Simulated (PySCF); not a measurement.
Species: C3H3FN2S.
SMILES: `Cc1nsnc1F`

The calculation used PBE0/def2-SVPD in PySCF (dipole) on a GFN2-xTB geometry, gas phase.

Masses are those of the commonest isotopes; rigid-rotor values at the optimised geometry. 

Task: Give the principal moments of inertia and the rotational constants in GHz.

Result: Ia = 135.92, Ib = 218.64, Ic = 351.44 u·Å²; 505379 MHz·u·Å²/I gives 3718, 2311 and 1438 MHz, that is A = 3.7181, B = 2.3115, C = 1.4380 GHz.

Task: Classify the top.

Result: An asymmetric top. Ray's parameter κ = (2B − A − C)/(A − C) = -0.234; −1 is the prolate and +1 the oblate limit.

Task: What does the inertial defect say?

Result: Not planar: Δ = Ic − Ia − Ib = -3.13 u·Å². For a rigid frame Δ = −2 Σ m c², so Σ m c² = 1.56 u·Å² lies off the ab plane, practically all of it from hydrogen. The atom farthest from that plane is 0.99 Å away.

Task: Give the coordinates in the principal-axis frame, origin at the centre of mass.

Result: The sense of each axis is arbitrary; atoms in the order of the calculation.
| atom | mass (u) | a (Å) | b (Å) | c (Å) |
| --- | --- | --- | --- | --- |
| C1 | 12.000 | -1.800 | -1.604 | 0.003 |
| C2 | 12.000 | -0.585 | -0.753 | -0.004 |
| N3 | 14.003 | 0.635 | -1.237 | -0.004 |
| S4 | 31.972 | 1.715 | -0.025 | 0.001 |
| N5 | 14.003 | 0.643 | 1.189 | 0.003 |
| C6 | 12.000 | -0.555 | 0.667 | 0.000 |
| F7 | 18.998 | -1.637 | 1.434 | -0.002 |
| H8 | 1.008 | -1.533 | -2.626 | -0.248 |
| H9 | 1.008 | -2.528 | -1.222 | -0.711 |
| H10 | 1.008 | -2.256 | -1.589 | 0.992 |

Task: Predict some low-J microwave lines.

Result: The dipole components are |μa| = 0.94 D, |μb| = 1.39 D, |μc| = 0.03 D. The squared components, which scale the intensities, stand as 0.46 : 1.00 : 0.00 (a : b : c). Some of the stronger lines:

```tsv
type	branch	J(Ka,Kc)	MHz	lower level (cm⁻¹)
a	Q	1(1,0) ← 1(1,1)	873	0.172
a	Q	3(2,1) ← 3(2,2)	1317	0.996
b	Q	1(1,0) ← 1(0,1)	2280	0.125
b	R	1(1,1) ← 0(0,0)	5156	0.000
a	Q	3(1,2) ← 3(1,3)	5172	0.719
a	R	2(1,2) ← 1(1,1)	6626	0.172
b	Q	2(2,1) ← 2(1,2)	6840	0.393
a	R	2(0,2) ← 1(0,1)	7201	0.125
b	R	2(1,2) ← 1(0,1)	8032	0.125
b	R	3(1,2) ← 2(2,1)	8107	0.621
a	R	2(1,1) ← 1(1,0)	8372	0.201
b	Q	3(3,1) ← 3(2,2)	9380	0.996
a	R	3(0,3) ← 2(0,2)	10230	0.365
b	R	3(1,3) ← 2(0,2)	10607	0.365
a	R	3(2,1) ← 2(2,0)	12267	0.631
a	R	3(1,2) ← 2(1,1)	12327	0.480
b	R	2(2,0) ← 1(1,1)	13764	0.172
b	R	3(2,2) ← 2(1,1)	15468	0.480
b	R	3(2,1) ← 2(1,2)	19405	0.393
b	R	3(3,1) ← 2(2,0)	20330	0.631
b	R	3(3,0) ← 2(2,1)	20697	0.621
```

No frequency check. These are rigid-rotor constants of the computed structure; measured ground-state constants (B0) also hold zero-point vibration. A rigid rotor knows nothing of internal rotation, which can split or shift real lines. Quadrupole hyperfine structure (14N) is left out.
